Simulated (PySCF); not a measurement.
## Potential energy of KH along the bond

Set-up: PySCF, no relativity, basis sets K def2-TZVPP, H def2-TZVPP. Energies in eV from K + H in their ground configurations at the same level. State: ¹Σ⁺ (singlet), closed shell.

All columns are PBE0. A positive dipole means K(−)H(+).

```json
{"R (Å)": "1.945", "E (eV)": "-1.428", "μ (D)": "-6.80", "Mulliken charge on K (basis-dependent)": "0.40", "HOMO (eV)": "-4.36", "LUMO (eV)": "-0.94", "Mayer bond order": "0.84", "⟨S²⟩": "0.00"}
{"R (Å)": "2.036", "E (eV)": "-1.553", "μ (D)": "-7.10", "Mulliken charge on K (basis-dependent)": "0.39", "HOMO (eV)": "-4.34", "LUMO (eV)": "-0.99", "Mayer bond order": "0.85", "⟨S²⟩": "0.00"}
{"R (Å)": "2.126", "E (eV)": "-1.626", "μ (D)": "-7.38", "Mulliken charge on K (basis-dependent)": "0.39", "HOMO (eV)": "-4.31", "LUMO (eV)": "-1.04", "Mayer bond order": "0.85", "⟨S²⟩": "0.00"}
{"R (Å)": "2.194", "E (eV)": "-1.654", "μ (D)": "-7.59", "Mulliken charge on K (basis-dependent)": "0.38", "HOMO (eV)": "-4.28", "LUMO (eV)": "-1.08", "Mayer bond order": "0.86", "⟨S²⟩": "0.00"}
{"R (Å)": "2.262", "E (eV)": "-1.662", "μ (D)": "-7.79", "Mulliken charge on K (basis-dependent)": "0.38", "HOMO (eV)": "-4.25", "LUMO (eV)": "-1.12", "Mayer bond order": "0.86", "⟨S²⟩": "0.00"}
{"R (Å)": "2.330", "E (eV)": "-1.654", "μ (D)": "-7.98", "Mulliken charge on K (basis-dependent)": "0.38", "HOMO (eV)": "-4.22", "LUMO (eV)": "-1.15", "Mayer bond order": "0.86", "⟨S²⟩": "0.00"}
{"R (Å)": "2.420", "E (eV)": "-1.624", "μ (D)": "-8.24", "Mulliken charge on K (basis-dependent)": "0.37", "HOMO (eV)": "-4.18", "LUMO (eV)": "-1.21", "Mayer bond order": "0.86", "⟨S²⟩": "0.00"}
{"R (Å)": "2.533", "E (eV)": "-1.562", "μ (D)": "-8.55", "Mulliken charge on K (basis-dependent)": "0.37", "HOMO (eV)": "-4.12", "LUMO (eV)": "-1.27", "Mayer bond order": "0.86", "⟨S²⟩": "0.00"}
{"R (Å)": "2.669", "E (eV)": "-1.463", "μ (D)": "-8.90", "Mulliken charge on K (basis-dependent)": "0.37", "HOMO (eV)": "-4.05", "LUMO (eV)": "-1.35", "Mayer bond order": "0.86", "⟨S²⟩": "0.00"}
{"R (Å)": "2.850", "E (eV)": "-1.304", "μ (D)": "-9.35", "Mulliken charge on K (basis-dependent)": "0.38", "HOMO (eV)": "-3.95", "LUMO (eV)": "-1.46", "Mayer bond order": "0.85", "⟨S²⟩": "0.00"}
```

A fit through these points gives, at Re = 2.261 Å, μ = -7.78 D and dμ/dR = -2.93 D/Å; the reduced mass is 0.9824 u.

How strong is the fundamental in the double-harmonic approximation, I = 42.26·(dμ/dR)²/μred km/mol?

I = 42.26·(-2.93)²/0.9824 = 369 km/mol at PBE0.
